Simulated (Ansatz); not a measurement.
Relaxation of F2H4N2Ti (9 atoms, charge 0, multiplicity 1), to a largest force component of 0.02 eV/Å in at most 40 steps.

Method: Ansatz 0.2.0, RKS PBE-D4/def2-SVP.

```xyz
9
Properties=species:S:1:pos:R:3:forces:R:3
Ti 0.000 0.000 0.000 0.38 -0.81 -0.62
F 0.000 0.000 1.830 -0.10 -0.06 -1.81
N 1.943 0.000 -0.686 -2.15 -0.03 0.63
H 2.441 -0.918 -0.867 -0.29 1.53 0.11
H 2.444 0.918 -0.858 -0.27 -1.51 0.09
F -0.862 1.493 -0.609 0.97 -1.37 0.57
N -0.970 -1.681 -0.686 1.22 1.74 0.85
H -1.505 -2.297 -0.009 0.62 0.51 -1.30
H -0.935 -1.930 -1.716 -0.39 -0.01 1.48
```

Q: Where does it end, and by what steps?

A: It converged. After 7 steps the energy has fallen by 1.006 eV; H8 moved furthest, 0.60 Å.

```csv
step,energy less start (eV),largest force component (eV/Å),accepted
0,0.0000,2.151,yes
1,-0.8929,1.272,yes
2,-0.9584,0.349,yes
3,-0.9860,0.395,yes
4,-0.9997,0.233,yes
5,-0.9837,0.392,no
6,-1.0059,0.029,yes
7,-1.0063,0.009,yes
```

```xyz
9
Properties=species:S:1:pos:R:3
Ti -0.014 0.001 -0.070
F -0.076 0.132 1.694
N 1.782 -0.078 -0.609
H 2.247 -0.834 -1.120
H 2.448 0.679 -0.415
F -0.777 1.404 -0.832
N -0.805 -1.592 -0.650
H -0.928 -2.430 -0.069
H -1.322 -1.698 -1.530
```

Whether the end is a true minimum wasn't checked by a vibrational analysis.

The run took 12 s on 4 threads of Arm Neoverse V1, on a shared host, peak memory 0.17 GiB.
